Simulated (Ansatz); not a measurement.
Ansatz (a program for electronic structure) job for Mo(O)2(OH) (HMoO3), SMILES [OH][Mo](=[O])=[O] (connectivity only; charge and spin as stated), neutral, multiplicity 2, B3LYP-D3(BJ)/def2-SVP. 

Ansatz 0.2 input:
```yaml
crystal:
  periodic: [false, false, false]
  atoms:
    - {symbol: Mo, position_ang: [-0.00000000, -0.00000000, 0.03742254]}
    - {symbol: O, position_ang: [0.00000000, -1.38411411, 0.91112751]}
    - {symbol: O, position_ang: [0.00000000, 1.38411411, 0.91112752]}
    - {symbol: O, position_ang: [0.00000000, 0.00000001, -1.68731026]}
    - {symbol: H, position_ang: [0.00000000, 0.00000001, -2.65130482]}
basis:
  gaussian:
    orbitals: def2-SVP
hamiltonian:
  xc: b3lyp
  dispersion: d3bj
magnetization: {spin_polarized: true, initial_magnetization: 1}
relax: {f_tol: 0.002, max_steps: 200}
```

Program output:

```
WARN ansatz: RAYON_NUM_THREADS=1 ignored (pool sized by the plan → 1); use --threads N
Functional definition: B3LYP
integrals: 0.03 GiB planned
840 factors; integrals over basis functions are off by at most 2.6e-4 eV
mean field: 0.40 GiB planned
mean field evaluation 1: about -7994.0561 eV, gradient 6.8e1 eV
mean field evaluation 2: about -7813.7541 eV, gradient 2.0e2 eV
mean field evaluation 4: about -8009.4365 eV, gradient 1.6e1 eV
mean field evaluation 8: about -8010.4325 eV, gradient 2.1e-1 eV
mean field evaluation 16: about -8010.4330 eV, gradient 2.7e-4 eV
mean field -8010.43297497 eV, -294.3779821638 hartree, gradient 2.5e-5 eV, S^2 0.753700; 0 other end points of the search recorded, 0 dependent functions left out
the calculation of the forces begins
reference -8010.43323454 eV, -294.3779917027 hartree; 20, 19 occupied and 58, 59 virtual orbitals, 840 factors
relax step   1: F+E_penalty+E_count = -8010.60700868 eV  Δ(F+E_penalty+E_count) = +0.000e0 eV  max|allowed force component| = 6.228e0 eV/Å  Δτ_max = 0.0000 Å  (37 SCF iters, accepted)
these checks for a lower state are left out or cut short: starts, cluster_reference, orbital_swaps, neighbouring_geometries, increment
integrals: 0.03 GiB planned
840 factors; integrals over basis functions are off by at most 2.1e-4 eV
mean field: 0.40 GiB planned
mean field -8011.03978482 eV, -294.4002820144 hartree, gradient 1.7e-5 eV, S^2 0.755842; 0 other end points of the search recorded, 0 dependent functions left out
the calculation of the forces begins
reference -8011.04004634 eV, -294.4002916252 hartree; 20, 19 occupied and 58, 59 virtual orbitals, 840 factors
relax step   2: F+E_penalty+E_count = -8011.21016186 eV  Δ(F+E_penalty+E_count) = -6.032e-1 eV  max|allowed force component| = 9.451e-1 eV/Å  Δτ_max = 0.0800 Å  (41 SCF iters, accepted)
these checks for a lower state are left out or cut short: starts, cluster_reference, orbital_swaps, neighbouring_geometries, increment
integrals: 0.03 GiB planned
840 factors; integrals over basis functions are off by at most 2.1e-4 eV
mean field: 0.39 GiB planned
mean field evaluation 32: about -8011.0538 eV, gradient 1.4e-1 eV
mean field -8011.05394972 eV, -294.4008025649 hartree, gradient 1.3e-5 eV, S^2 0.756115; 0 other end points of the search recorded, 0 dependent functions left out
the calculation of the forces begins
reference -8011.05421127 eV, -294.4008121765 hartree; 20, 19 occupied and 58, 59 virtual orbitals, 840 factors
relax step   3: F+E_penalty+E_count = -8011.22375682 eV  Δ(F+E_penalty+E_count) = -1.359e-2 eV  max|allowed force component| = 1.703e-1 eV/Å  Δτ_max = 0.0192 Å  (43 SCF iters, accepted)
these checks for a lower state are left out or cut short: starts, cluster_reference, orbital_swaps, neighbouring_geometries, increment
integrals: 0.03 GiB planned
840 factors; integrals over basis functions are off by at most 2.1e-4 eV
mean field: 0.39 GiB planned
mean field -8011.05499196 eV, -294.4008408665 hartree, gradient 1.9e-5 eV, S^2 0.756097; 0 other end points of the search recorded, 0 dependent functions left out
the calculation of the forces begins
reference -8011.05525340 eV, -294.4008504743 hartree; 20, 19 occupied and 58, 59 virtual orbitals, 840 factors
relax step   4: F+E_penalty+E_count = -8011.22469628 eV  Δ(F+E_penalty+E_count) = -9.395e-4 eV  max|allowed force component| = 3.148e-2 eV/Å  Δτ_max = 0.0079 Å  (43 SCF iters, accepted)
these checks for a lower state are left out or cut short: starts, cluster_reference, orbital_swaps, neighbouring_geometries, increment
integrals: 0.03 GiB planned
840 factors; integrals over basis functions are off by at most 2.1e-4 eV
mean field: 0.39 GiB planned
mean field -8011.05501681 eV, -294.4008417796 hartree, gradient 1.5e-5 eV, S^2 0.756070; 0 other end points of the search recorded, 0 dependent functions left out
the calculation of the forces begins
reference -8011.05527821 eV, -294.4008513860 hartree; 20, 19 occupied and 58, 59 virtual orbitals, 840 factors
relax step   5: F+E_penalty+E_count = -8011.22473133 eV  Δ(F+E_penalty+E_count) = -3.505e-5 eV  max|allowed force component| = 2.823e-3 eV/Å  Δτ_max = 0.0017 Å  (33 SCF iters, accepted)
these checks for a lower state are left out or cut short: starts, cluster_reference, orbital_swaps, neighbouring_geometries, increment
integrals: 0.03 GiB planned
840 factors; integrals over basis functions are off by at most 2.1e-4 eV
mean field: 0.39 GiB planned
mean field -8011.05501748 eV, -294.4008418044 hartree, gradient 1.0e-5 eV, S^2 0.756069; 0 other end points of the search recorded, 0 dependent functions left out
the calculation of the forces begins
reference -8011.05527889 eV, -294.4008514108 hartree; 20, 19 occupied and 58, 59 virtual orbitals, 840 factors
relax step   6: F+E_penalty+E_count = -8011.22473136 eV  Δ(F+E_penalty+E_count) = -3.510e-8 eV  max|allowed force component| = 1.760e-3 eV/Å  Δτ_max = 0.0001 Å  (28 SCF iters, accepted)
integrals: 0.03 GiB planned
840 factors; integrals over basis functions are off by at most 2.1e-4 eV
mean field: 0.39 GiB planned
mean field evaluation 64: about -8010.8127 eV, gradient 6.5e0 eV
mean field -8011.05501748 eV, -294.4008418044 hartree, gradient 1.0e-5 eV, S^2 0.756069; 1 other end points of the search recorded, 0 dependent functions left out
the calculation of the forces begins
reference -8011.05527889 eV, -294.4008514108 hartree; 20, 19 occupied and 58, 59 virtual orbitals, 840 factors
Total energy: -8011.22499277 eV, -294.4070882808 hartree
Atom 0 at    -0.000000     0.000000     0.067892 Å, force    -0.000000    -0.000000    -0.001760 eV/Å
Atom 1 at     0.000000    -1.415095     1.000245 Å, force     0.000000    -0.000467     0.000615 eV/Å
Atom 2 at     0.000000     1.415095     1.000245 Å, force     0.000000     0.000467     0.000615 eV/Å
Atom 3 at    -0.000000     0.000000    -1.792903 Å, force     0.000000    -0.000000     0.000338 eV/Å
Atom 4 at     0.000000     0.000000    -2.754417 Å, force    -0.000000    -0.000000     0.000192 eV/Å
Dipole moment:    -0.000000    -0.000000    -0.869844 e Å
```

Self-consistency was reached.
